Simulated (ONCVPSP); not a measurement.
**Cutoff test, Co (Z = 27), ONCV**

```
Element                 : Co (Z = 27)
Generator               : ONCVPSP 4.0.1
Type                    : optimised norm-conserving Vanderbilt (ONCV)
Functional              : LDA (Perdew-Wang 92)
Relativity              : scalar-relativistic
Frozen core             : [Ne]
Valence charge          : 17
Reference configuration : 3s2 3p6 3d7 4s2
Partial waves           : 3s+4s: rc 1.10 bohr, ncon 4, nbas 9, qcut 8.7 1/bohr, 2 projectors; 3p: rc 0.90 bohr, ncon 3, nbas 7, qcut 10.3 1/bohr, 2 projectors, debl 2.9 Ha; 3d: rc 1.55 bohr, ncon 3, nbas 7, qcut 11.7 1/bohr, 2 projectors, debl 3.3 Ha
Local potential         : polynomial inside 0.75 bohr (lpopt 3, dvloc0 0 Ha)
Core correction         : polynomial model core, fcfact 0.25
```

For each optimised wave give the share of its norm inside rc, the residual kinetic energy above qcut (Ha) and the cutoffs (Ha) for errors of 10, 1, 0.1 and 0.01 mHa per electron.

```json
{"wave": "3s", "norm inside rc": "0.870", "residual KE": "3.2e-04", "10 mHa": "25.2", "1 mHa": "33.4", "0.1 mHa": "95.1", "0.01 mHa": "199.3"}
{"wave": "4s", "norm inside rc": "0.030", "residual KE": "7.8e-05", "10 mHa": "8.9", "1 mHa": "28.3", "0.1 mHa": "37.0", "0.01 mHa": "86.6"}
{"wave": "3p", "norm inside rc": "0.652", "residual KE": "4.5e-05", "10 mHa": "28.6", "1 mHa": "35.7", "0.1 mHa": "42.6", "0.01 mHa": "200.7"}
{"wave": "p projector 2", "norm inside rc": "0.060", "residual KE": "1.3e-05", "10 mHa": "23.3", "1 mHa": "31.5", "0.1 mHa": "38.0", "0.01 mHa": "57.3"}
{"wave": "3d", "norm inside rc": "0.823", "residual KE": "1.3e-07", "10 mHa": "39.8", "1 mHa": "47.6", "0.1 mHa": "54.1", "0.01 mHa": "59.1"}
{"wave": "d projector 2", "norm inside rc": "0.169", "residual KE": "4.5e-07", "10 mHa": "41.8", "1 mHa": "50.5", "0.1 mHa": "56.8", "0.01 mHa": "62.1"}
```

The occupied waves need 48 Ha and 95 Ha for 1 and 0.1 mHa.
